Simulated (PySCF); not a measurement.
Simulated outer-valence photoelectron spectrum of `C=CB(Cl)Cl`. Computed with EOM-IP-CCSD/aug-cc-pVDZ in PySCF, restricted Hartree–Fock reference, frozen core, non-relativistic, gas phase, PBE0-D3(BJ)/def2-SVP geometry.

Each root has a Gaussian of 0.6 eV full width with its one-hole share as area; cross sections and vibrations are left out, and the highest printed point is 100.

(ionisation energy (eV), intensity): (10.0, 0), (10.1, 1), (10.2, 2), (10.3, 4), (10.4, 9), (10.5, 16), (10.6, 26), (10.7, 36), (10.8, 44), (10.9, 48), (11.0, 51), (11.1, 54), (11.2, 61), (11.3, 73), (11.4, 86), (11.5, 96), (11.6, 100), (11.7, 96), (11.8, 84), (11.9, 68), (12.0, 50), (12.1, 33), (12.2, 19), (12.3, 10), (12.4, 5), (12.5, 4), (12.6, 6), (12.7, 12), (12.8, 21), (12.9, 35), (13.0, 50), (13.1, 63), (13.2, 71), (13.3, 73), (13.4, 67), (13.5, 57), (13.6, 48), (13.7, 42), (13.8, 41), (13.9, 43), (14.0, 44), (14.1, 41), (14.2, 33), (14.3, 23), (14.4, 15), (14.5, 9), (14.6, 7), (14.7, 9), (14.8, 16), (14.9, 25), (15.0, 34), (15.1, 40), (15.2, 41), (15.3, 36), (15.4, 27), (15.5, 17), (15.6, 9), (15.7, 4), (15.8, 2), (15.9, 1), (16.0, 0)

Question: Where are the maxima, and how many lines lie under the curve?

Answer: 4 maxima, at 11.6, 13.3, 14.0 and 15.2 eV, from 8 lines. At this width some lines have no maximum of their own.

Question: List the lines with their holes.

Answer: 
```csv
E (eV),leading hole (HF orbital),area,Koopmans (eV)
10.86,HOMO,0.96,10.88
11.41,HOMO-1,0.95,12.31
11.59,HOMO-2,0.95,12.63
11.85,HOMO-3,0.95,12.68
13.12,HOMO-5,0.95,14.26
13.39,HOMO-4,0.95,14.16
14.02,HOMO-6,0.95,15.13
15.16,HOMO-7,0.94,16.60
```

The widest gap, 1.27 eV, lies between 11.85 and 13.12 eV. Only orbitals with −ε under 21 eV, eight at most, were ionised, so the high end of the curve may lack lines.

Conformer computed: `[CH2:1]=[CH:2][B:3]([Cl:4])[Cl:5]`: C1–C2–B3–Cl4 180°.
